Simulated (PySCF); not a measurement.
Species: ClGeH₄P.
Z-matrix (Å and degrees, GFN2-xTB geometry), rows numbered from 1:
```
P 
Ge  1  2.3109
Cl  2  2.1193  1  112.44
H   1  1.3909  2   91.80  3   -47.16
H   1  1.3906  2   91.93  3    45.18
H   2  1.5202  1  113.24  3   119.72
H   2  1.5205  1  113.22  3  -120.37
```

PySCF, density fitting, gas phase, GFN2-xTB geometry. The standard run uses grid level 2 after a coarse-grid start, the def2-universal JK fitting basis (with tight functions added where the orbital basis needs them), an energy threshold of 1e-9 Eh and DIIS. The changed runs have no coarse-grid stage.

Question: Standard PBE0/def2-SVPD: E = -2879.952395 Eh, HOMO -7.922 eV, LUMO -0.728 eV, dipole 1.345 D, 10 cycles (coarse-grid cycles included). What changes at PBE0/def2-SVPD with: fitting basis def2-qzvpp-jkfit?

Answer: E = -2879.952405 Eh (-0.010 mEh), HOMO -7.922 eV (0.000), LUMO -0.728 eV (0.000), dipole 1.345 D (0.000), 9 SCF cycles. The result matches the standard run within 0.02 mEh and 0.003 eV.

The cycles:
```
cycle   1  E = -2879.9222296783  dE = -5.299e-01  |g| = 4.321e-01  |ddm| = 2.861e+00
cycle   2  E = -2879.9065763699  dE =  1.565e-02  |g| = 5.325e-01  |ddm| = 9.359e-01
cycle   3  E = -2879.9522549343  dE = -4.568e-02  |g| = 1.992e-02  |ddm| = 5.418e-01
cycle   4  E = -2879.9523663644  dE = -1.114e-04  |g| = 1.013e-02  |ddm| = 4.498e-02
cycle   5  E = -2879.9524045177  dE = -3.815e-05  |g| = 7.829e-04  |ddm| = 1.702e-02
cycle   6  E = -2879.9524047322  dE = -2.146e-07  |g| = 2.782e-04  |ddm| = 1.949e-03
cycle   7  E = -2879.9524047575  dE = -2.523e-08  |g| = 9.060e-05  |ddm| = 7.126e-04
cycle   8  E = -2879.9524047604  dE = -2.976e-09  |g| = 1.363e-05  |ddm| = 1.757e-04
cycle   9  E = -2879.9524047605  dE = -6.366e-11  |g| = 4.057e-06  |ddm| = 2.794e-05
```
